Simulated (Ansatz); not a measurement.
Start from `C[S][Ge]([CH3])([F])[F]` and change one atom or group to get `[CH3][Ge]([F])([F])[SiH3]`.

Ansatz, PBE0-D4/def2-TZVP geometries, multiplicity 1. Each molecule was computed in one conformer, which needn't be the lowest.

Scalar relativity is left out up to krypton.

```
                             property  `C[S][Ge]([CH3])([F])[F]`
  LUMO energy (B3LYP/def2-TZVPP) / eV                      -0.55
    HOMO energy (PBE/def2-TZVPP) / eV                      -6.13
HOMO energy (ωB97M-V/def2-TZVPP) / eV                      -9.62
  HOMO energy (B3LYP/def2-TZVPP) / eV                      -7.17
   LUMO energy (PBE0/def2-TZVPP) / eV                      -0.26
    LUMO energy (PBE/def2-TZVPP) / eV                      -1.20
```

Q: What does the change do to each property? (Best estimate.)

A: Computed: 
```csv
property,`[CH3][Ge]([F])([F])[SiH3]`,shift
LUMO energy (B3LYP/def2-TZVPP) / eV,-0.45,0.10
HOMO energy (PBE/def2-TZVPP) / eV,-7.17,-1.04
HOMO energy (ωB97M-V/def2-TZVPP) / eV,-10.50,-0.88
HOMO energy (B3LYP/def2-TZVPP) / eV,-8.22,-1.05
LUMO energy (PBE0/def2-TZVPP) / eV,-0.26,0.00
LUMO energy (PBE/def2-TZVPP) / eV,-1.10,0.10
```

B3LYP here is the variant with VWN-RPA as its local correlation; programs differ in this.
